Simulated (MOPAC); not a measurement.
MOPAC input (AM1):

```
AM1 FORCE THERMO(298,298) PRECISE LET UHF MS=0.5 GEO-OK AUX(PRECISION=9) THREADS=1
HCl2Si

Cl   -0.07561689 1   -1.69879554 1    0.34602457 1
Si   -0.41600038 1    0.05059935 1   -0.59521868 1
Cl    0.44658029 1    1.65561228 1    0.26620646 1
H    -0.24039514 1   -0.01111384 1   -2.03983190 1
```

Output:

```
 *******************************************************************************
 **                                                                           **
 **                              MOPAC v23.2.5                                **
 **                                                                           **
 *******************************************************************************
 ** MOPAC's Digital Object Identifier: https://doi.org/10.5281/zenodo.6511958 **
 **                                                                           **
 ** Please cite the open-source release paper for use of this MOPAC version:  **
 ** J. E. Moussa and J. J. P. Stewart (2026)                                  **
 ** MOPAC: An open-source semiempirical molecular orbital program             **
 ** J. Open Source Softw., 11(119), 8025, https://doi.org/10.21105/joss.08025 **
 *******************************************************************************

                              AM1 CALCULATION RESULTS

 *******************************************************************************
 *  AM1        - The AM1 Hamiltonian to be used
 *  GEO-OK     - OVERRIDE INTERATOMIC DISTANCE AND OTHER SAFETY CHECKS
 *  UHF        - UNRESTRICTED HARTREE-FOCK CALCULATION
 *  MS=        - IN MECI, MAGNETIC COMPONENT OF SPIN =  0.5
 *  LET        - OVERRIDE SOME SAFETY CHECKS
 *  PRECISE    - TIGHTER CRITERIA TO BE USED
 *  FORCE      - FORCE CALCULATION SPECIFIED
 *  AUX        - OUTPUT AUXILIARY INFORMATION
 *  THERMO     - THERMODYNAMIC QUANTITIES TO BE CALCULATED
 *******************************************************************************
AM1 FORCE THERMO(298,298) PRECISE LET UHF MS=0.5 GEO-OK AUX(PRECISION=9) THREADS=1
 HCl2Si

   ATOM   CHEMICAL          X               Y               Z
  NUMBER   SYMBOL      (ANGSTROMS)     (ANGSTROMS)     (ANGSTROMS)

     1      Cl         -0.07561689  *  -1.69879554  *   0.34602457  *
     2      Si         -0.41600038  *   0.05059935  *  -0.59521868  *
     3      Cl          0.44658029  *   1.65561228  *   0.26620646  *
     4       H         -0.24039514  *  -0.01111384  *  -2.03983190  *

          CARTESIAN COORDINATES

    NO.       ATOM           X           Y           Z

     1        Cl         -0.0756     -1.6988      0.3460
     2        Si         -0.4160      0.0506     -0.5952
     3        Cl          0.4466      1.6556      0.2662
     4         H         -0.2404     -0.0111     -2.0398

  H: (AM1): M.J.S. DEWAR ET AL, J. AM. CHEM. SOC. 107 3902-3909 (1985)
 Si: (AM1): M.J.S.DEWAR, C. JIE, ORGANOMETALLICS, 6, 1486-1490 (1987).
 Cl: (AM1): M.J.S. DEWAR AND E. G. ZOEBISCH, THEOCHEM, 180, 1 (1988).

           Empirical Formula: H Cl2 Si  =     4 atoms

      MOLECULAR POINT GROUP   :   Cs

          UHF CALCULATION, NO. OF ALPHA ELECTRONS =   10
                           NO. OF BETA  ELECTRONS =    9

          HEAT OF FORMATION =     -69.530652 KCALS/MOLE

          CARTESIAN COORDINATE DERIVATIVES

   NUMBER  ATOM         X            Y            Z

     1      Cl     -0.000219     0.000012    -0.000855
     2      Si      0.000613     0.000788     0.002651
     3      Cl     -0.000387    -0.000806    -0.000856
     4       H     -0.000007     0.000006    -0.000940

 DIPOLE           X         Y         Z       TOTAL
 POINT-CHG.     0.977    -1.527    -0.762     1.967
 HYBRID        -0.296     0.463     0.917     1.069
 SUM            0.681    -1.064     0.154     1.273

          GRADIENT NORM =   0.00335

          MOLECULAR WEIGHT =  100.00

          ROTATIONAL CONSTANTS IN CM(-1)

          A =    0.59884192   B =    0.08215235   C =    0.07273640

           PRINCIPAL MOMENTS OF INERTIA IN UNITS OF 10**(-40)*GRAM-CM**2

          A =       46.7448   B =      340.7420   C =      384.8520

          ORIENTATION OF MOLECULE IN FORCE CALCULATION

    NO.       ATOM         X         Y         Z

     1         Cl      -1.6065   -0.6394   -0.0097
     2         Si       0.4090   -0.6394   -0.0097
     3         Cl       1.2541    1.1903   -0.0097
     4          H       1.0004   -1.5640    0.9479

    FIRST DERIVATIVES WILL BE USED IN THE CALCULATION OF SECOND DERIVATIVES

    FOR POINT-GROUP Cs   THERE ARE   2 UNIQUE SYMMETRY FUNCTIONS.


(To convert to Hartree/Bohr^2, multiply by (10^(-21) x N x a0^2)/(4.184 x 627.51) =  0.0642)

           FORCE MATRIX IN MILLIDYNES/ANGSTROM

                 Cl  1      Si  2      Cl  3       H  4
 ------------------------------------------------------
    Cl    1   2.115347
    Si    2   1.805996   4.560627
    Cl    3   0.238948   1.805880   2.115347
     H    4   0.200091   2.705554   0.200108   2.849436

          HEAT OF FORMATION =     -69.530652 KCALS/MOLE

          ZERO POINT ENERGY       6.253 KCAL/MOL

           NORMAL COORDINATE ANALYSIS (Total motion = 1 Angstrom)

   Root No.       1         2         3         4         5         6

                 1 A'      2 A'      3 A'      1 A"      2 A"      4 A'

                 151.0     388.1     454.2     494.5     664.9    2221.2

           1   -0.1467   -0.0725    0.0730   -0.2206   -0.0112   -0.0005
           2   -0.2226   -0.0025   -0.0035    0.0007    0.0073    0.0003
           3    0.0009    0.0139    0.0142   -0.0008   -0.0076   -0.0002
           4   -0.1440    0.0588   -0.0467    0.3915   -0.0171   -0.0135
           5    0.2252   -0.0920    0.0731    0.2504   -0.0110    0.0211
           6    0.0009   -0.0559   -0.0539    0.0000    0.0000   -0.0220
           7    0.2636    0.0327   -0.0274   -0.0918    0.0020   -0.0000
           8    0.0399    0.0648   -0.0677   -0.2005   -0.0132    0.0006
           9    0.0009    0.0139    0.0142    0.0008    0.0076   -0.0002
          10   -0.0959   -0.2381   -0.2984    0.0794    0.7994    0.3957
          11    0.1499    0.3722    0.4665    0.0508    0.5113   -0.6186
          12   -0.0902    0.5807    0.5044    0.0000    0.0000    0.6267

           MASS-WEIGHTED COORDINATE ANALYSIS (NORMAL COORDINATES)

   Root No.       1         2         3         4         5         6

                 1 A'      2 A'      3 A'      1 A"      2 A"      4 A'

                 151.0     388.1     454.2     494.5     664.9    2221.2

           1   -0.3282   -0.3721    0.3884   -0.4255   -0.0686   -0.0032
           2   -0.4978   -0.0128   -0.0185    0.0014    0.0452    0.0017
           3    0.0021    0.0712    0.0755   -0.0015   -0.0468   -0.0012
           4   -0.2868    0.2687   -0.2215    0.6723   -0.0938   -0.0726
           5    0.4483   -0.4201    0.3463    0.4300   -0.0600    0.1135
           6    0.0017   -0.2553   -0.2555    0.0000    0.0000   -0.1183
           7    0.5896    0.1676   -0.1461   -0.1772    0.0123   -0.0002
           8    0.0892    0.3324   -0.3603   -0.3869   -0.0813    0.0036
           9    0.0021    0.0712    0.0755    0.0015    0.0468   -0.0012
          10   -0.0362   -0.2060   -0.2678    0.0258    0.8296    0.4032
          11    0.0565    0.3221    0.4187    0.0165    0.5306   -0.6304
          12   -0.0340    0.5025    0.4527    0.0000    0.0000    0.6386

          DESCRIPTION OF VIBRATIONS

 VIBRATION          1    1A'         ATOM PAIR     ENERGY CONTRIBUTION    RADIAL
 FREQUENCY           150.97         Si2 -- Cl3         +39.6% (139.4%)      0.2%
 TRANSITION DIPOLE   1.2747         Cl1 -- Si2         +39.6% (139.4%)      0.2%
 TRAVEL (Ang.)       0.1996         Si2 -- H 4         +20.9% (101.3%)     49.1%
 REDUCED MASS       11.2170
 EFFECTIVE MASS     54.2800
 FORCE CONSTANT      0.1506

 VIBRATION          2    2A'         ATOM PAIR     ENERGY CONTRIBUTION    RADIAL
 FREQUENCY           388.05         Si2 -- H 4         +43.6% ( 79.0%)      2.0%
 TRANSITION DIPOLE   0.8841         Si2 -- Cl3         +28.2% ( 63.5%)     60.1%
 TRAVEL (Ang.)       0.1989         Cl1 -- Si2         +28.2% ( 63.5%)     60.1%
 REDUCED MASS        4.3914
 EFFECTIVE MASS     20.3215
 FORCE CONSTANT      0.3896

 VIBRATION          3    3A'         ATOM PAIR     ENERGY CONTRIBUTION    RADIAL
 FREQUENCY           454.19         Si2 -- H 4         +39.1% ( 73.0%)     31.6%
 TRANSITION DIPOLE   0.6889         Si2 -- Cl3         +30.4% ( 64.4%)     60.5%
 TRAVEL (Ang.)       0.2062         Cl1 -- Si2         +30.4% ( 64.4%)     60.5%
 REDUCED MASS        3.4917
 EFFECTIVE MASS     18.5469
 FORCE CONSTANT      0.4244

 VIBRATION          4    1A"         ATOM PAIR     ENERGY CONTRIBUTION    RADIAL
 FREQUENCY           494.46         Si2 -- Cl3         +38.8% ( 84.6%)     86.8%
 TRANSITION DIPOLE   4.4776         Cl1 -- Si2         +38.8% ( 84.6%)     86.8%
 TRAVEL (Ang.)       0.0997         Si2 -- H 4         +22.4% ( 64.3%)      0.0%
 REDUCED MASS       13.7169
 EFFECTIVE MASS     30.6253
 FORCE CONSTANT      1.9760

 VIBRATION          5    2A"         ATOM PAIR     ENERGY CONTRIBUTION    RADIAL
 FREQUENCY           664.95         Si2 -- H 4         +99.4% ( 98.3%)      0.0%
 TRANSITION DIPOLE   0.5767         Cl1 -- Si2          +0.3% (  5.5%)      4.6%
 TRAVEL (Ang.)       0.3254         Si2 -- Cl3          +0.3% (  5.5%)      4.6%
 REDUCED MASS        0.9578
 EFFECTIVE MASS      1.3175
 FORCE CONSTANT      0.2495

 VIBRATION          6    4A'         ATOM PAIR     ENERGY CONTRIBUTION    RADIAL
 FREQUENCY          2221.16         Si2 -- H 4         +99.7% (100.0%)    100.0%
 TRANSITION DIPOLE   0.1347         Si2 -- Cl3          +0.1% (  3.7%)     15.5%
 TRAVEL (Ang.)       0.1766         Cl1 -- Si2          +0.1% (  3.7%)     15.5%
 REDUCED MASS        0.9731
 EFFECTIVE MASS      1.3108
 FORCE CONSTANT      2.8286

      SYMMETRY NUMBER FOR POINT-GROUP Cs  =  1

          SYSTEM IS A GROUND STATE

 HCl2Si

          MOLECULE IS NOT LINEAR

          THERE ARE  6 GENUINE VIBRATIONS IN THIS SYSTEM
          THIS THERMODYNAMICS CALCULATION IS LIMITED TO
          MOLECULES WHICH HAVE NO INTERNAL ROTATIONS

                    CALCULATED THERMODYNAMIC PROPERTIES
                                          *
   TEMP. (K)   PARTITION FUNCTION   H.O.F.    ENTHALPY  HEAT CAPACITY ENTROPY
                                   KCAL/MOL   CAL/MOLE    CAL/K/MOL  CAL/K/MOL

 298.00  VIB.     0.2948D+01                   989.8695     6.9118     5.4704
         ROT.     0.8832D+05                   888.2803     2.9808    25.6126
         INT.     0.2604D+06                  1878.1498     9.8926    31.0830
         TRA.     0.9668D+27                  1480.4672     4.9680    39.7158
         TOT.                      -69.531    3358.6169    14.8607    70.7987

   *: NOTE: HEATS OF FORMATION ARE RELATIVE TO THE
            ELEMENTS IN THEIR STANDARD STATE AT 298K
              (=  Standard Enthalpy of Formation).

            Hvib:  Zero-point energy is not included.
                   frequencies of less than zero cm-1 are not included.
            Hrot = (3/2)RT
            Htra = (3/2)RT + pV = (5/2)RT

            Heat capacity is Cp, not Cv

          For more information, see: HTTP://OpenMOPAC.net/Manual/thermochemistry.html

           FORCE CONSTANT IN CARTESIAN COORDINATES (Millidynes/A)

    ATOM   CHEMICAL       X               Y               Z
   NUMBER   SYMBOL  FORCE CONSTANT  FORCE CONSTANT  FORCE CONSTANT

      1      Cl        2.106254        0.139337        0.061228
      2      Si        2.701490        2.750739        1.527074
      3      Cl        0.507593        1.737998        0.061228
      4       H        0.669701        1.269015        1.242656

 **********************
 *                    *
 * JOB ENDED NORMALLY *
 *                    *
 **********************

 == MOPAC DONE ==
```
